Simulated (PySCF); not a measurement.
# Electronic absorption of ReO3Me

Species: ReO3Me, CH₃O₃Re (singlet state).
SMILES: `[CH3][Re](=[O])(=[O])=[O]`

Computed, not measured: TDDFT wB97X-D/def2-SVPD, vertical, gas phase, core orbitals frozen in the response, def2 core potentials past Kr (PySCF). Geometry: PBE0-D3(BJ)/def2-SVP; no solvent, vibrations or thermal averaging. Spin–orbit coupling is left out.

**Question.** Predict the UV-vis stick spectrum at this level.

**Answer.** 

| state | λ (nm) | E (eV) | f | main configurations (H = HOMO, L = LUMO) |
| --- | --- | --- | --- | --- |
| S1 | 265.1 | 4.68 | 0.0001 | H→L/L+1 (≥64%), H-2/H-1→L/L+1 (≥23%) |
| S2 | 264.8 | 4.68 | 0.0001 | H→L/L+1 (≥64%), H-2/H-1→L/L+1 (≥24%) |
| S3 | 244.6 | 5.07 | 0.0075 | H-2/H-1→L/L+1 (≥84%) |
| S4 | 244.0 | 5.08 | 0.0000 | H-2/H-1→L/L+1 (≥84%) |
| S5 | 236.1 | 5.25 | 0.0018 | H-3→L/L+1 (≥42%), H→L/L+1 (≥20%), H-2/H-1→L/L+1 (≥11%) |
| S6 | 236.0 | 5.25 | 0.0019 | H-3→L/L+1 (≥41%), H→L/L+1 (≥20%), H-2/H-1→L/L+1 (≥11%) |
| S7 | 213.2 | 5.82 | 0.015 | H-3→L/L+1 (≥46%), H→L/L+1 (≥11%) |
| S8 | 212.9 | 5.82 | 0.015 | H-3→L/L+1 (≥47%), H→L/L+1 (≥10%) |
| S9 | 188.4 | 6.58 | 0.015 | H-4→L/L+1 (≥83%) |
| S10 | 188.1 | 6.59 | 0.015 | H-4→L/L+1 (≥83%) |

Triplets, Tamm–Dancoff:

| state | E (eV) | λ (nm) | main configurations (H = HOMO, L = LUMO) |
| --- | --- | --- | --- |
| T1 | 4.30 | 288.1 | H→L/L+1 (≥41%), H-2/H-1→L/L+1 (≥34%) |
| T2 | 4.31 | 287.9 | H→L/L+1 (≥38%), H-2/H-1→L/L+1 (≥34%) |
| T3 | 4.50 | 275.5 | H→L/L+1 (≥51%), H-3→L/L+1 (≥18%) |
| T4 | 4.50 | 275.4 | H→L/L+1 (≥50%), H-3→L/L+1 (≥18%) |

The lowest singlet level (S1/S2) lies at 4.68 eV (265 nm, ultraviolet) and is dark (f under 0.0005). The largest oscillator strength of a single state is 0.015. S1/S2, S5/S6, S7/S8 and S9/S10 lie within about 0.01 eV of each other in each set. For S1 the Löwdin share of rhenium is 5% in HOMO and 53% in LUMO (ligand-to-metal charge transfer by this measure). Of the 10 states listed, 4 reach f = 0.01 and 3 stay under 0.0005. The listed states span 1.91 eV, and the widest gap between neighbours is 0.76 eV (S8 to S9). No computed singlet lies in the visible range (380 to 750 nm); the lowest, at 265 nm, stands 1.41 eV above its violet end (3.26 eV). The vertical ionisation energy (ΔSCF) is 12.08 eV, 5.49 eV above S10. Orbitals of the list HOMO-3 to LUMO+2 that lie within 0.01 eV of each other are written together with a slash and their weights summed (≥ marks a lower bound); for degenerate orbitals outside that list single weights are arbitrary. The window holds the lowest 10 singlets.
